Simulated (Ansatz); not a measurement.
Mulliken charges of `[CH3][Zn][Te]BF` from ωB97M-V/def2-TZVPP in Ansatz (PBE0-D4/def2-TZVP geometry).

```tsv
atom	x (Å)	y (Å)	z (Å)	charge (e)
C1	-0.756	-1.374	-1.575	-0.524
Zn2	0.405	-0.746	-0.151	0.330
Te3	1.910	0.056	1.686	-0.131
B4	0.725	1.836	1.857	0.130
F5	-0.331	2.041	1.078	-0.224
H6	-0.371	-2.301	-2.004	0.119
H7	-1.761	-1.561	-1.189	0.123
H8	-0.822	-0.625	-2.366	0.123
H9	1.001	2.674	2.664	0.053
```

Question: By hand: the dipole of these point charges (1 e Å = 4.8032 D).

Answer: Σ q r = (0.139, -0.153, 0.020) e Å, of length 0.208 e Å = 1.00 D.

Question: How does the dipole of the full density compare? (Best estimate.)

Answer: Computed: (-0.066, -0.173, -0.173) e Å, 1.22 D; the point charges give 0.82 times that, at 75° from its direction.

Point charges leave out the atoms' own dipoles, such as those of lone pairs, and Mulliken's split depends on the basis, so the two needn't agree.
